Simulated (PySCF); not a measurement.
**Spinor energies of Xe⁺ (xenon, charge +1)**

Start: [Kr] 4d10 5s2 5p4 6s1; 5p1/2 filled at m_j = +1/2; 5p3/2 filled at m_j = -1/2, +1/2, +3/2; 6s1/2 filled at m_j = +1/2. Calculated with PySCF 2.14 in x2c-SVPall-2c with one added diffuse shell each of s, p type (7s9p4d, 54 functions): generalised Hartree-Fock with the X2C-1e Hamiltonian and a Gaussian nucleus; one run each with spin-orbit coupling (SO) switched off, then screened by Boettger's factors. This is a chosen level, not necessarily the ground level.

```csv
spinor shell,electrons,"ε, spin-free (eV)","ε, screened SO (eV)",weight of nominal j (screened SO),"rms radius, screened SO (bohr)"
1s1/2,2,-34737.5,-34733.4,1.000,0.0305
2s1/2,2,-5520.1,-5518.8,1.000,0.124
2p1/2,2,-4949.2,-5175.3,1.000,0.107
2p3/2,4,-4949.2,-4847.3,1.000,0.112
3s1/2,2,-1184.9,-1184.4,1.000,0.326
3p1/2,2,-995.86,-1039.9,1.000,0.318
3p3/2,4,-995.86,-975.64,1.000,0.330
3d3/2,4,-715.61,-723.15,1.000,0.303
3d5/2,6,-715.61,-709.98,1.000,0.305
4s1/2,2,-244.53,-244.29,1.000,0.762
4p1/2,2,-181.93,-190.68,1.000,0.798
4p3/2,4,-181.93,-177.68,1.000,0.823
4d3/2,4,-87.638,-88.709,0.990,0.945
4d5/2,6,-87.638,-86.597,0.993,0.947
5s1/2,2,-39.788,-39.712,0.999,1.93
5p3/2,3,-25.571,-25.367,0.546,2.27
5p1/2,1,-25.571,-26.661,0.541,2.25
6s1/2,1,-8.899,-8.872,1.000,4.82
```

| quantity | spin-free | screened SO |
| --- | --- | --- |
| E (hartree) | -7440.72665 | -7443.11480 |
| M_J | 5/2 | 5/2 |
| ⟨J²⟩ | 8.759 | 8.766 |
| ⟨L²⟩ | 2.007 | 2.383 |
| ⟨S²⟩ | 3.752 | 3.513 |

Each row is a mean over spinors that exchange with the open shell spreads, by up to 5.315 eV (5s1/2).

Rows whose weight is well below 1 are mixtures of j = l ± 1/2: exchange outweighs spin-orbit coupling there, and the label is only the starting occupation.

Breit and QED terms are absent; they matter most for the inner s and p1/2 levels.

Densities and radii are taken from the X2C orbitals without a picture-change correction, which distorts them close to the nucleus.

Without spin-orbit coupling the j labels of p, d and f shells carry no meaning; the spin-free column gives the mean over the occupied spinors of each nl shell.
